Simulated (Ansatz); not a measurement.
```yaml
crystal:
  periodic: [false, false, false]
  atoms:
    - {symbol: Si, position_ang: [-0.106723, 1.612173, 0.080250]}
    - {symbol: C, position_ang: [-0.443863, -0.232598, 0.098310]}
    - {symbol: C, position_ang: [0.344188, -1.444157, -0.283962]}
    - {symbol: Br, position_ang: [-0.180505, -3.085745, -0.138650]}
    - {symbol: H, position_ang: [0.613479, 1.676320, -1.423768]}
    - {symbol: H, position_ang: [-1.054677, 2.464095, 0.843849]}
    - {symbol: H, position_ang: [1.073864, 1.629420, 0.963074]}
    - {symbol: H, position_ang: [-0.870636, -0.327520, 1.108843]}
    - {symbol: H, position_ang: [-1.208602, 0.047780, -0.514951]}
    - {symbol: H, position_ang: [0.596005, -1.137568, -1.308682]}
    - {symbol: H, position_ang: [1.186573, -1.198205, 0.154219]}
basis:
  gaussian: {orbitals: aug-cc-pVDZ, final_grid: {core_spheres: 5, valence_spheres: 4, degree: 11}}
magnetization: {spin_polarized: true, initial_magnetization: 1}
hamiltonian: {xc: {name: revPBE}, dispersion: d4}
output: {forces: true}
```

```sh
$ ansatz run in.yaml --threads 4 --pin off --events-out ev --progress --plain --max-ram 10444MiB
```

It prints (some lines left out):

```
Error: a molecule whose nuclei and cores have a total charge of 68 cannot have a net charge of 0 together with 1 unpaired electrons
```

Something in this input is off. What?

The number of unpaired electrons doesn't fit the electron count. The input was rejected before any iteration.
